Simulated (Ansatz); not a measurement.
Cost and result for the atomization energy of CH$_{2}$ClF$_{2}$Si (`[CH2][Si](F)(F)Cl`) radical (7 atoms, 6 bonds).

Cartesian coordinates in Å:
```
C 0.972 0.544 -0.262
Si -0.543 -0.309 0.248
F -0.201 -1.621 1.060
F -1.418 0.616 1.183
Cl -1.700 -0.852 -1.327
H 1.882 0.005 -0.502
H 1.008 1.618 -0.400
```

The species carries charge 0 and has multiplicity 2. The geometry is a stationary point of PBE0-D4/def2-TZVP. Program: Ansatz. All runs use 4 threads of an Arm Neoverse V1 on a shared host. Times are those of one run each, without the atoms' runs, and a repeat can differ threefold. Electronic energies, without spin–orbit coupling; frozen cores. CCSD(T)/CBS adds CCSD(T) − MP2 in def2-TZVPP to the MP2 limit, and its time is that of the two runs behind it. T1 = 0.011; ⟨S²⟩ of the reference is 0.76. B3LYP takes the VWN-RPA correlation (the form of Gaussian; ORCA's B3LYP/G). HSE06 is the plane-wave form, built on full-range PBE exchange.

CCSD(T)/CBS is a level of theory with its own doubt, some kJ/mol a heavy atom from the limit and from the frozen cores, so smaller differences don't rank the functionals.

| level | functions | wall time |
| --- | --- | --- |
| revPBE-D4/def2-TZVPP | 205 | 2.4 s |
| PBE-D4/def2-TZVPP (with forces) | 205 | 2.8 s |
| PBE0-D4/def2-TZVPP | 205 | 3.7 s |
| HSE06-D4/def2-TZVPP | 205 | 4.2 s |
| B3LYP-D4/def2-TZVPP (with forces) | 205 | 4.4 s |
| PBE-QIDH/def2-TZVPP | 205 | 5 s |
| r2SCAN-D4/def2-TZVPP (with forces) | 205 | 6.5 s |
| r2SCANh-D4/def2-TZVPP | 205 | 7.5 s |
| CCSD(T)/def2-SVP | 88 | 7.5 s |
| B97M-V/def2-TZVPP | 205 | 11 s |
| MP2/def2-QZVPP | 371 | 18 s |
| CCSD(T)/def2-TZVPP | 205 | 4.7 min |
| CCSD(T)/CBS(def2) | – | 5 min |

Problem. What atomization energy does each give, and how far from CCSD(T)/CBS? (Best estimate.)

Solution. Ansatz gave: 
| level | atomization (kcal/mol) | difference from CCSD(T)/CBS | per bond |
| --- | --- | --- | --- |
| revPBE-D4/def2-TZVPP | 652.7 | -10.6 | -1.8 |
| PBE-D4/def2-TZVPP (with forces) | 671.1 | 7.8 | 1.3 |
| PBE0-D4/def2-TZVPP | 659.1 | -4.2 | -0.7 |
| HSE06-D4/def2-TZVPP | 659.4 | -3.9 | -0.6 |
| B3LYP-D4/def2-TZVPP (with forces) | 655.6 | -7.7 | -1.3 |
| PBE-QIDH/def2-TZVPP | 658.5 | -4.8 | -0.8 |
| r2SCAN-D4/def2-TZVPP (with forces) | 668.3 | 5.0 | 0.8 |
| r2SCANh-D4/def2-TZVPP | 663.0 | -0.3 | -0.1 |
| CCSD(T)/def2-SVP | 608.1 | -55.2 | -9.2 |
| B97M-V/def2-TZVPP | 665.9 | 2.6 | 0.4 |
| MP2/def2-QZVPP | 678.7 | 15.4 | 2.6 |
| CCSD(T)/def2-TZVPP | 643.2 | -20.1 | -3.3 |
| CCSD(T)/CBS(def2) | 663.3 | 0.0 | 0.0 |

From r2SCAN to r2SCAN0 (25 % exact exchange), in def2-TZVPP and without D4, the atomization energy moves by −13.2 kcal/mol: exact exchange takes away binding that semilocal exchange gives to molecules. At CCSD(T), def2-SVP lies −55.2 kcal/mol from the extrapolated value and def2-TZVPP −20.1 kcal/mol: correlation converges slowly with the basis, and small sets miss more of it in the bonded molecule than in its fragments. Leaving LDA and LC-ωPBE aside and taking each functional with its dispersion term where it has one, the values, not all of them listed here, spread over 32.9 kcal/mol, from BHLYP-D4 to PBE-D4. LDA lies +86.3 kcal/mol from PBE without D4, its usual overbinding.
